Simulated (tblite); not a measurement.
Species: C6H10O2P (charge -1).
Z-matrix (Å and degrees, GFN2-xTB geometry), rows numbered from 1:
```
C 
C   1  1.4990
C   2  1.3197  1  125.97
P   3  1.8429  2  120.37  1   174.84
O   4  1.4891  3  110.34  2    11.33
O   4  1.4922  3  108.27  2  -120.73
C   4  1.8533  3   98.25  2   125.85
C   7  1.4937  4  114.55  3   152.84
C   7  1.4919  4  117.20  3    85.35
H   1  1.0893  2  110.91  3    -2.21
H   1  1.0919  2  110.64  3   118.46
H   1  1.0913  2  110.30  3  -122.60
H   2  1.0825  1  116.30  3  -179.64
H   3  1.0842  2  121.39  1     1.22
H   7  1.0843  4  116.42  3   -63.62
H   8  1.0840  7  119.54  9  -108.47
H   8  1.0810  7  116.00  9   107.75
H   9  1.0801  7  116.49  8  -107.56
H   9  1.0843  7  119.15  8   108.30
```

Level: GFN2-xTB in tblite, geometry and Hessian alike; calculated harmonic values, unscaled, isolated species. The method is semi-empirical: single wavenumbers can be off by several per cent or more. One conformer, not necessarily the lowest.

Harmonic wavenumbers (cm⁻¹): 36.3, 38.9, 101.4, 129.1, 161.5, 169.2, 180.7, 276.5, 322.0, 335.0, 383.8, 452.4, 516.1, 644.3, 697.4, 745.2, 807.8, 825.3, 964.8, 974.4, 979.9, 1005.0, 1005.8, 1036.9, 1054.2, 1062.0, 1074.6, 1090.9, 1108.5, 1159.1, 1195.4, 1210.0, 1233.6, 1282.0, 1339.6, 1390.4, 1423.3, 1478.3, 1492.4, 1498.4, 1707.6, 2964.9, 2983.9, 3004.7, 3007.7, 3012.5, 3014.7, 3028.7, 3055.3, 3071.4, 3083.5.

A = 2526, B = 853.1, C = 763.7 MHz; mass 145.042 u (most abundant isotopes); point group C1, symmetry number 1.

Zero-point energy?

Half the sum of the wavenumbers: 32409 cm⁻¹ = 387.69 kJ/mol.

Give the ideal-gas entropy at 298.15 K and 1 bar in the rigid-rotor, harmonic-oscillator model (classical rotation).

Translation 170.93, rotation 124.09, vibration 140.25: S = 435.3 J/(mol K).

And Cp and H(298.15 K) − H(0)?

Cp = 165.72 J/(mol K), of which vibrations give 132.46 (their classical limit is 51 R = 424.0); H(298.15 K) − H(0) = 30.82 kJ/mol without the zero-point energy, 20.90 from vibrations.

Which modes carry the vibrational entropy at 298.15 K?

36.3 cm⁻¹: 22.81; 38.9 cm⁻¹: 22.24; 101.4 cm⁻¹: 14.34; 129.1 cm⁻¹: 12.38; 161.5 cm⁻¹: 10.59; 169.2 cm⁻¹: 10.23 J/(mol K); the other 45 give 47.67 together.

What must be added to the electronic energy to get the Gibbs energy at 298.15 K and 1 bar?

ZPE + [H(298.15 K) − H(0)] − T·S = 387.69 + 30.82 − 129.78 = 288.73 kJ/mol.

Blend soft modes into free rotors: weight 1/[1 + (100 cm⁻¹/ν̃)⁴] for the oscillator and the rest for a rotor with moment μB/(μ + B), μ = h/(8π²ν), B = 10⁻⁴⁴ kg m². What vibrational entropy results?

125.82 J/(mol K) in place of 140.25, which changes −T·S at 298.15 K by +4.30 kJ/mol.

Hindered rotation and anharmonicity are outside this model. Other conformers, if any are populated, would add a mixing term that is left out. The structure is chiral; the term R ln 2 for an equal mix with its mirror image is left out.
